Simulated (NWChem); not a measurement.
All runs are NWChem calculations. System: FGe, charge 0, spin multiplicity 2, at a geometry optimised with UB3LYP/def2-SVP. The structure started from a generated list of species. Its SCF solution wasn't tested for a lower state. Level: UHF/def2-TZVP.

NWChem printed:

```
             Northwest Computational Chemistry Package (NWChem) 7.3.0
             --------------------------------------------------------

                                NWChem Input Module
                                -------------------

 Scaling coordinates for geometry "geometry" by  1.889725989
 (inverse scale =  0.529177249)

 Turning off AUTOSYM since
 SYMMETRY directive was detected!

                             Geometry "geometry" -> ""
                             -------------------------

 Output coordinates in angstroms (scale by  1.889725989 to convert to a.u.)

  No.       Tag          Charge          X              Y              Z
 ---- ---------------- ---------- -------------- -------------- --------------
    1 Ge                  32.0000     0.00000000     0.00000000     0.38751700
    2 F                    9.0000     0.00000000     0.00000000    -1.37783800

 Effective nuclear repulsion energy (a.u.)      86.3299719954

            Nuclear Dipole moment (a.u.)
            ----------------------------
        X                 Y               Z
 ---------------- ---------------- ----------------
     0.0000000000     0.0000000000     0.0000037795

      Symmetry information
      --------------------

 Group name             C2v
 Group number             16
 Group order               4
 No. of unique centers     2

      Symmetry unique atoms

     1    2


 Summary of "ao basis" -> "" (spherical)
 ------------------------------------------------------------------------------
       Tag                 Description            Shells   Functions and Types
 ---------------- ------------------------------  ------  ---------------------
 *                         def2-tzvp                  on all atoms

 Summary of "ao basis" -> "ao basis" (spherical)
 ------------------------------------------------------------------------------
       Tag                 Description            Shells   Functions and Types
 ---------------- ------------------------------  ------  ---------------------
 Ge                        def2-tzvp                16       48   6s5p4d1f
 F                         def2-tzvp                11       31   5s3p2d1f

                                 NWChem SCF Module
                                 -----------------

  ao basis        = "ao basis"
  functions       =    79
  atoms           =     2
  alpha electrons =    21
  beta  electrons =    20
  charge          =   0.00
  wavefunction    = UHF
  use symmetry    = T
  symmetry adapt  = T

 Summary of "ao basis" -> "ao basis" (spherical)
 ------------------------------------------------------------------------------
       Tag                 Description            Shells   Functions and Types
 ---------------- ------------------------------  ------  ---------------------
 Ge                        def2-tzvp                16       48   6s5p4d1f
 F                         def2-tzvp                11       31   5s3p2d1f

      Symmetry analysis of basis
      --------------------------

        a1         35
        a2          8
        b1         18
        b2         18

 Forming initial guess at       0.1s

   Symmetry analysis of molecular orbitals - initial alpha
   -------------------------------------------------------

  Numbering of irreducible representations:

     1 a1          2 a2          3 b1          4 b2

  Orbital symmetries:

     1 a1          2 a1          3 b2          4 b1          5 a1
     6 a1          7 a1          8 b2          9 a1         10 b1
    11 a1         12 b2         13 a2         14 a1         15 b1
    16 a1         17 a1         18 b1         19 b2         20 a1
    21 b1         22 b2         23 a1         24 a2         25 a1
    26 a1         27 b1         28 b2         29 a1         30 b1
    31 b2

   Symmetry analysis of molecular orbitals - initial beta
   ------------------------------------------------------

  Numbering of irreducible representations:

     1 a1          2 a2          3 b1          4 b2

  Orbital symmetries:

     1 a1          2 a1          3 b2          4 a1          5 b1
     6 a1          7 a1          8 b2          9 a1         10 b1
    11 a1         12 b2         13 a2         14 a1         15 b1
[...]
              MO Center= -4.0D-16,  1.1D-14,  2.5D-01, r^2= 2.3D+00
   Bfn.  Coefficient  Atom+Function         Bfn.  Coefficient  Atom+Function
  ----- ------------  ---------------      ----- ------------  ---------------
     6      0.529007  1 Ge s                  5      0.467548  1 Ge s
    56     -0.268291  2 F  pz                 4     -0.250540  1 Ge s
    59     -0.234334  2 F  pz                18      0.216925  1 Ge pz
    62     -0.169706  2 F  pz                 3     -0.168584  1 Ge s

 Vector   21  Occ=1.000000D+00  E=-2.856287D-01  Symmetry=b1
              MO Center=  9.3D-15,  4.8D-16,  4.6D-01, r^2= 2.6D+00
   Bfn.  Coefficient  Atom+Function         Bfn.  Coefficient  Atom+Function
  ----- ------------  ---------------      ----- ------------  ---------------
    19      0.622607  1 Ge px                16      0.520102  1 Ge px
    10     -0.204704  1 Ge px

 Vector   22  Occ=0.000000D+00  E= 6.176187D-03  Symmetry=b2
              MO Center= -7.2D-15, -5.9D-15,  4.9D-01, r^2= 3.1D+00
   Bfn.  Coefficient  Atom+Function         Bfn.  Coefficient  Atom+Function
  ----- ------------  ---------------      ----- ------------  ---------------
    20      0.782767  1 Ge py                17      0.345573  1 Ge py
    11     -0.172464  1 Ge py

 Vector   23  Occ=0.000000D+00  E= 1.127235D-01  Symmetry=a1
              MO Center= -1.4D-15, -2.7D-15,  5.3D-01, r^2= 4.1D+00
   Bfn.  Coefficient  Atom+Function         Bfn.  Coefficient  Atom+Function
  ----- ------------  ---------------      ----- ------------  ---------------
    21      1.106419  1 Ge pz                53      0.654580  2 F  s
     6     -0.484446  1 Ge s                 62      0.264957  2 F  pz
    18      0.237480  1 Ge pz

 Vector   24  Occ=0.000000D+00  E= 2.867644D-01  Symmetry=a2
              MO Center=  2.2D-14, -1.7D-15,  3.9D-01, r^2= 4.0D+00
   Bfn.  Coefficient  Atom+Function         Bfn.  Coefficient  Atom+Function
  ----- ------------  ---------------      ----- ------------  ---------------
    37      1.096814  1 Ge d -2              32     -0.226540  1 Ge d -2

                     UHF Final Beta Molecular Orbital Analysis
                     -----------------------------------------

 Vector   18  Occ=1.000000D+00  E=-6.120304D-01  Symmetry=b2
              MO Center= -4.1D-16, -1.4D-15, -1.3D+00, r^2= 5.7D-01
   Bfn.  Coefficient  Atom+Function         Bfn.  Coefficient  Atom+Function
  ----- ------------  ---------------      ----- ------------  ---------------
    55      0.472662  2 F  py                58      0.417381  2 F  py
    61      0.268658  2 F  py

 Vector   19  Occ=1.000000D+00  E=-6.070911D-01  Symmetry=b1
              MO Center= -1.0D-14,  7.7D-16, -1.3D+00, r^2= 5.5D-01
   Bfn.  Coefficient  Atom+Function         Bfn.  Coefficient  Atom+Function
  ----- ------------  ---------------      ----- ------------  ---------------
    54      0.475448  2 F  px                57      0.419651  2 F  px
    60      0.270916  2 F  px

 Vector   20  Occ=1.000000D+00  E=-4.522857D-01  Symmetry=a1
              MO Center=  7.0D-15,  2.9D-15,  5.5D-01, r^2= 2.0D+00
   Bfn.  Coefficient  Atom+Function         Bfn.  Coefficient  Atom+Function
  ----- ------------  ---------------      ----- ------------  ---------------
     6      0.547010  1 Ge s                  5      0.527808  1 Ge s
     4     -0.273429  1 Ge s                 18      0.229458  1 Ge pz
    56     -0.207573  2 F  pz                 3     -0.190967  1 Ge s
    59     -0.181541  2 F  pz

 Vector   21  Occ=0.000000D+00  E= 1.914515D-02  Symmetry=b2
              MO Center= -3.4D-15, -1.1D-14,  5.1D-01, r^2= 3.2D+00
   Bfn.  Coefficient  Atom+Function         Bfn.  Coefficient  Atom+Function
  ----- ------------  ---------------      ----- ------------  ---------------
    20      0.790015  1 Ge py                17      0.334119  1 Ge py
    11     -0.171135  1 Ge py

 Vector   22  Occ=0.000000D+00  E= 6.577700D-02  Symmetry=b1
              MO Center=  4.1D-15,  5.8D-15,  5.1D-01, r^2= 3.3D+00
   Bfn.  Coefficient  Atom+Function         Bfn.  Coefficient  Atom+Function
  ----- ------------  ---------------      ----- ------------  ---------------
    19      0.827289  1 Ge px                16      0.289357  1 Ge px
    10     -0.165923  1 Ge px

 Vector   23  Occ=0.000000D+00  E= 1.278208D-01  Symmetry=a1
              MO Center= -1.6D-15,  1.4D-14,  4.4D-01, r^2= 4.1D+00
   Bfn.  Coefficient  Atom+Function         Bfn.  Coefficient  Atom+Function
  ----- ------------  ---------------      ----- ------------  ---------------
    21      1.119355  1 Ge pz                53      0.677270  2 F  s
     6     -0.550680  1 Ge s                 62      0.283824  2 F  pz
    18      0.217645  1 Ge pz

 center of mass
 --------------
 x =   0.00000000 y =   0.00000000 z =   0.05021781

 moments of inertia (a.u.)
 ------------------
         168.205936908574           0.000000000000           0.000000000000
           0.000000000000         168.205936908574           0.000000000000
           0.000000000000           0.000000000000           0.000000000000

  Mulliken analysis of the total density
  --------------------------------------

    Atom       Charge   Shell Charges
 -----------   ------   -------------------------------------------------------
    1 Ge  32    31.51   2.00  2.00  1.17  0.78  1.02  0.94  5.98  4.41  1.59  0.79  0.67  8.93  1.08  0.04  0.07  0.04
    2 F    9     9.49   0.77  1.20  0.59  1.01  0.36  2.23  2.27  1.05  0.00  0.01  0.00

  Mulliken analysis of the alpha density
  --------------------------------------

    Atom       Charge   Shell Charges
 -----------   ------   -------------------------------------------------------
    1 Ge  32    16.25   1.00  1.00  0.59  0.39  0.51  0.48  2.99  2.21  0.79  0.60  0.61  4.46  0.54  0.02  0.04  0.02
    2 F    9     4.75   0.39  0.60  0.30  0.50  0.18  1.13  1.14  0.51  0.00  0.00  0.00

   Mulliken analysis of the beta density
   -------------------------------------

    Atom       Charge   Shell Charges
 -----------   ------   -------------------------------------------------------
    1 Ge  32    15.26   1.00  1.00  0.59  0.39  0.51  0.46  2.99  2.19  0.80  0.19  0.07  4.47  0.54  0.01  0.03  0.02
    2 F    9     4.74   0.39  0.60  0.30  0.50  0.18  1.10  1.13  0.54  0.00  0.00  0.00

   Mulliken analysis of the spin density
   -------------------------------------

    Atom       Charge   Shell Charges
 -----------   ------   -------------------------------------------------------
    1 Ge  32     0.99  -0.00  0.00  0.00 -0.00  0.00  0.01  0.00  0.02 -0.01  0.41  0.54 -0.01  0.00  0.01  0.01 -0.00
    2 F    9     0.01   0.00 -0.00  0.00  0.00 -0.00  0.03  0.01 -0.03  0.00  0.00 -0.00

       Multipole analysis of the density wrt the origin
       ------------------------------------------------

     L   x y z        total         alpha         beta         nuclear
     -   - - -        -----         -----         ----         -------
     0   0 0 0     -0.000000    -21.000000    -20.000000     41.000000

     1   1 0 0     -0.000000     -0.000000     -0.000000      0.000000
     1   0 1 0     -0.000000     -0.000000     -0.000000      0.000000
     1   0 0 1      0.841166      0.052178      0.788984      0.000004

     2   2 0 0    -17.787488    -11.909246     -5.878243      0.000000
     2   1 1 0     -0.000000     -0.000000      0.000000      0.000000
     2   1 0 1      0.000000      0.000000     -0.000000      0.000000
     2   0 2 0    -14.052810     -7.844321     -6.208488      0.000000
     2   0 1 1     -0.000000     -0.000000     -0.000000      0.000000
     2   0 0 2    -19.156118    -49.753414    -47.578158     78.175453

 Task  times  cpu:        1.5s     wall:        1.5s

 Total times  cpu:        1.5s     wall:        1.5s
```

Problem. Write an NWChem input that would produce this output.

Solution. One answer among several that fit: 
```
start mol
memory heap 200 mb stack 900 mb global 1100 mb
geometry units angstroms nocenter noautoz
  Ge     0.000000     0.000000     0.387517
  F      0.000000     0.000000    -1.377838
  symmetry group C2v
end
basis spherical
  * library def2-tzvp
end
scf
  uhf
  nopen 1
  maxiter 100
  thresh 1e-7
  semidirect memsize 60000000 filesize 0
  # guess.movecs holds the orbitals of an unrestricted PBE0 run
  vectors input guess.movecs output mol.movecs
end
task scf energy
```
